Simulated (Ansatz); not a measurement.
Consider the formal exchange of groups at the Al–O bond: `C[O][Al]([F])[SH]` + `BCOC` → `BC[O][Al]([F])[SH]` + `COC`.

Computed with Ansatz on PBE0-D4/def2-TZVP structures; ΔE is electronic, products minus reactants. CBS: MP2 limit from def2 TZ/QZ plus the TZ coupled-cluster correction, frozen cores. This one scheme is used for every species. Functionals use def2-TZVPP. B3LYP here is the variant with VWN-RPA as its local correlation; programs differ in this. One conformer a species, not always the lowest.

Task: Is it downhill or uphill in electronic energy at CCSD(T)/CBS, and by how much? (Estimate.)

Result: Computed: Nearly level: ΔE = +1.1 kJ/mol.

Task: What do these levels give: r2SCAN-D4, B3LYP-D4, B2PLYP, PBE0, HF/CBS(def2), MP2/CBS(def2)? (An estimate is asked.)

Result: The calculation gave: r2SCAN-D4 0.1, B3LYP-D4 0.5, B2PLYP 2.4, PBE0 1.6, HF/CBS(def2) 4.5, MP2/CBS(def2) 1.8 kJ/mol.

Largest T1 diagnostic among the species: 0.012.
